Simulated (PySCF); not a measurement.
InH₂Br, SMILES [Br][InH2].

Geometry: PBE0-D3(BJ)/def2-TZVP. The def2 effective core potentials stand for the cores of In; spin–orbit coupling is left out.

Method: PBE0/def2-TZVPD in PySCF.

The molecule is in vacuum.

Computed frontier levels, gap, dipole moment and polarisability:
The highest occupied level comes out as -7.85 eV. The lowest empty level comes out as -2.05 eV, the orbital gap comes out as 5.80 eV and the dipole moment comes out as 2.72 D. The quadrupole, principal values (traceless, Buckingham form, about the centre of nuclear charge) is -3.37, -1.70, 5.06 D·Å. The mean static polarisability is 61.5 bohr³ (9.11 Å³) and the polarisability, principal values is 46.8, 60.1, 77.6 bohr³.
